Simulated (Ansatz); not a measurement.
`C[B]([AlH2])[GeH3]` + `NC1=C[SiH2]1` → `[GeH3][NH]C1=C[SiH2]1` + `C[BH][AlH2]`  (cleavage of the Ge–B bond)

Isolated molecules relaxed with PBE0-D4/def2-TZVP in Ansatz; ΔE leaves out vibrations. CCSD(T)/CBS is the MP2 limit (def2-TZVPP, def2-QZVPP) plus CCSD(T) − MP2 in def2-TZVPP, frozen cores. DFT in def2-TZVPP. B3LYP here is the variant with VWN-RPA as its local correlation; programs differ in this. For Ge outer-core shells are correlated without core-valence functions, which leaves a few kJ/mol of doubt a bond. Scalar relativity is left out up to krypton. Each species was taken in one conformer, which may not be the lowest.

`C[B]([AlH2])[GeH3]`:

Z-matrix (Å, degrees):
```
C
B 1 1.558
H 1 1.092 2 116.6
H 1 1.094 2 116.1 3 131.8
H 1 1.107 2 101.7 3 -114.5
Al 2 2.118 1 127.8 3 26.0
Ge 2 2.079 1 116.3 3 -157.0
H 6 1.594 2 121.3 1 -99.4
H 6 1.595 2 120.8 1 85.0
H 7 1.544 2 113.4 1 -27.1
H 7 1.546 2 107.3 1 90.9
H 7 1.543 2 114.7 1 -151.3
```

`NC1=C[SiH2]1`:

Cartesian coordinates in Å:
```
N -1.597 0.543 -0.075
C -0.308 0.166 0.037
C 0.768 0.457 0.788
Si 1.169 -0.748 -0.475
H -2.023 1.084 0.660
H -2.218 -0.003 -0.642
H 0.992 1.107 1.623
H 1.315 -2.201 -0.193
H 1.902 -0.406 -1.723
```

`[GeH3][NH]C1=C[SiH2]1`:

Cartesian coordinates in Å:
```
Ge -1.749 1.324 -0.147
N -0.099 0.865 0.549
C 0.573 -0.246 0.179
C 0.401 -1.284 -0.661
Si 1.961 -1.414 0.214
H -2.757 0.208 0.165
H -2.137 2.638 0.542
H -1.624 1.503 -1.668
H 0.342 1.450 1.238
H -0.352 -1.618 -1.362
H 2.172 -2.338 1.360
H 3.269 -1.087 -0.411
```

`C[BH][AlH2]`:

Z-matrix (Å, degrees):
```
C
B 1 1.558
H 1 1.094 2 114.3
H 1 1.091 2 117.4 3 130.8
H 1 1.106 2 102.6 3 -113.0
Al 2 2.128 1 127.0 3 -149.9
H 2 1.207 1 115.2 3 34.1
H 6 1.597 2 121.8 1 -85.9
H 6 1.596 2 121.4 1 95.4
```

| level | ΔE (kJ/mol) | difference from CCSD(T)/CBS |
| --- | --- | --- |
| PBE-D4 | 7.5 | 13.9 |
| r2SCAN-D4 | 0.9 | 7.3 |
| PBE0-D4 | 3.2 | 9.6 |
| B3LYP-D4 | -6.6 | -0.2 |
| ωB97X-V | -8.6 | -2.2 |
| B2PLYP | -10.2 | -3.8 |
| PBE | 8.4 | 14.8 |
| HF/def2-TZVPP | -24.7 | -18.3 |
| MP2/def2-TZVPP | -14.7 | -8.3 |
| SCS-MP2/def2-TZVPP | -18.9 | -12.5 |
| CCSD/def2-TZVPP | -11.3 | -4.9 |
| CCSD(T)/def2-TZVPP | -10.1 | -3.7 |
| HF/def2-QZVPP | -25.9 | -19.5 |
| SCS-MP2/def2-QZVPP | -17.6 | -11.2 |
| HF/CBS(def2) | -26.1 | -19.7 |
| MP2/CBS(def2) | -11.0 | -4.6 |
| CCSD(T)/CBS | -6.4 | 0 |

Largest T1 diagnostic among the species: 0.013.

From PBE to PBE0 (25 % exact exchange), in def2-TZVPP and without D4, ΔE moves by −4.5 kJ/mol. In def2-TZVPP, CCSD(T) changes the Hartree–Fock value by +14.5 kJ/mol (the triples alone add +1.2 kJ/mol) and MP2 by +10.0 kJ/mol.
